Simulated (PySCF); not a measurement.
Species: C7H7NO.
Geometry (BHandHLYP/def2-SV(P), Å), atoms numbered from 1 in this order:
```xyz
16
C7H7NO angstrom
C      3.484   -0.335    0.006
C      2.172   -0.258   -0.031
C      0.911   -0.185   -0.070
C     -0.413   -0.117   -0.119
C     -1.133   -0.817   -1.185
C     -2.454   -0.902   -1.354
C     -1.152    0.662    0.945
N     -0.419    1.600    1.586
O     -2.313    0.465    1.199
H      4.034   -0.908   -0.739
H      4.061    0.169    0.780
H     -0.479   -1.308   -1.902
H     -3.153   -0.447   -0.662
H     -2.850   -1.452   -2.203
H      0.555    1.744    1.394
H     -0.857    2.097    2.343
```

The calculation used BHandHLYP/def2-SV(P) geometry optimisation, gas phase (PySCF 2.14.0).

Take the most abundant isotopes and a rigid rotor. The values belong to one conformer with, in the numbering `[CH2:1]=[C:2]=[C:3]=[C:4]([CH:5]=[CH2:6])[C:7]([NH2:8])=[O:9]`, C3–C4–C5–C6 177°, C3–C4–C7–N8 22°, C4–C7–N8–H -2° and -176°.

(1) Give the principal moments of inertia and the rotational constants in MHz.

(2) Classify the top.

(3) Is it planar, by Δ = Ic − Ia − Ib?

(4) Where do the levels up to J = 4 lie, in MHz?

(5) Which types of transition are allowed, and where do some lines up to J = 4 fall?

(6) Estimate the classical rotational partition function at 100 K, 200 K and 500 K.

Results:

(1) Ia = 199.14, Ib = 459.02, Ic = 648.44 u·Å²; 505379 MHz·u·Å²/I gives A = 2538, B = 1101, C = 779.4 MHz.

(2) An asymmetric top; Ray's κ = -0.634.

(3) Not planar: Δ = Ic − Ia − Ib = -9.72 u·Å². For a rigid frame Δ = −2 Σ m c², so Σ m c² = 4.86 u·Å² lies off the ab plane: 0.52 from hydrogen and 4.34 from heavier atoms. The atom farthest from that plane is 0.59 Å away.

(4) Above 0(0,0):
J = 1: 1(0,1) 1880, 1(1,1) 3317, 1(1,0) 3639
J = 2: 2(0,2) 5593, 2(1,2) 6756, 2(1,1) 7721, 2(2,1) 12031, 2(2,0) 12080
J = 3: 3(0,3) 11048, 3(1,3) 11887, 3(1,2) 13812, 3(2,2) 17673, 3(2,1) 17907, 3(3,1) 25689, 3(3,0) 25693
J = 4: 4(0,4) 18141, 4(1,4) 18681, 4(1,3) 21866, 4(2,3) 25156, 4(2,2) 25819, 4(3,2) 33294, 4(3,1) 33326, 4(4,1) 44403, 4(4,0) 44403

(5) The dipole components are |μa| = 3.45 D, |μb| = 0.74 D, |μc| = 0.99 D. The squared components, which scale the intensities, stand as 1.00 : 0.05 : 0.08 (a : b : c). Some of the stronger lines:

```tsv
type	branch	J(Ka,Kc)	MHz	lower level (cm⁻¹)
a	Q	1(1,0) ← 1(1,1)	322	0.111
a	Q	4(2,2) ← 4(2,3)	662	0.839
a	Q	2(1,1) ← 2(1,2)	965	0.225
a	R	1(0,1) ← 0(0,0)	1880	0.000
a	Q	3(1,2) ← 3(1,3)	1925	0.397
a	Q	4(1,3) ← 4(1,4)	3185	0.623
a	R	2(1,2) ← 1(1,1)	3439	0.111
a	R	2(0,2) ← 1(0,1)	3713	0.063
a	R	2(1,1) ← 1(1,0)	4082	0.121
a	R	3(0,3) ← 2(0,2)	5455	0.187
a	R	3(2,1) ← 2(2,0)	5827	0.403
a	R	4(1,4) ← 3(1,3)	6794	0.397
a	R	4(0,4) ← 3(0,3)	7093	0.369
a	R	4(2,3) ← 3(2,2)	7484	0.589
a	R	4(3,2) ← 3(3,1)	7606	0.857
a	R	4(3,1) ← 3(3,0)	7633	0.857
a	R	4(2,2) ← 3(2,1)	7912	0.597
```

(6) Point group C1, symmetry number σ = 1; q = (√π/σ)·√((kT/h)³/(ABC)), k/h = 20836.6 MHz/K: 114000 at 100 K, 323000 at 200 K, 1280000 at 500 K.

Not checked by BHandHLYP/def2-SV(P) frequencies. Zero-point vibration and centrifugal distortion are left out. Quadrupole hyperfine structure (14N) is left out.

The run took 95 s of wall time on an Arm Neoverse V1 with one thread, shared host with 32 logical CPUs at a one-minute load of 43, and the process peaked at 0.61 GiB of memory. These figures are those of the optimisation.
